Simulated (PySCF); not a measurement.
## Polarisability and C₆ of Be²⁺ (beryllium, charge +2)

1s2, closed-shell 1S. Computed with PySCF 2.14 in aug-cc-pCVDZ (5s4p2d, 27 functions), with no relativity, point nucleus. Coupled (time-dependent) response in atomic units; α is the mean over directions. A double-zeta set is small for polarisabilities.

```json
{"method": "UHF", "mean α (bohr³)": "0.03078", "C₆ (like pair)": "0.004794", "S(−4)": "0.0009818"}
{"method": "PBE", "mean α (bohr³)": "0.03457", "C₆ (like pair)": "0.005487", "S(−4)": "0.001344"}
{"method": "PBE0", "mean α (bohr³)": "0.03340", "C₆ (like pair)": "0.005270", "S(−4)": "0.001227"}
```

S(−4) is the Cauchy moment in α(ω) = α(0) + S(−4) ω² + …

α(iu) at UHF:

| u (hartree) | α(iu) (bohr³) |
| --- | --- |
| 0 | 0.03078 |
| 0.0500 | 0.03078 |
| 0.100 | 0.03077 |
| 0.200 | 0.03074 |
| 0.300 | 0.03069 |
| 0.500 | 0.03054 |
| 0.750 | 0.03024 |
| 1.00 | 0.02984 |
| 1.50 | 0.02877 |
| 2.00 | 0.02743 |
| 3.00 | 0.02440 |
| 5.00 | 0.01874 |

For an ion, C₆ is the dispersion term alone; charge-induced terms of lower order in 1/R come first.
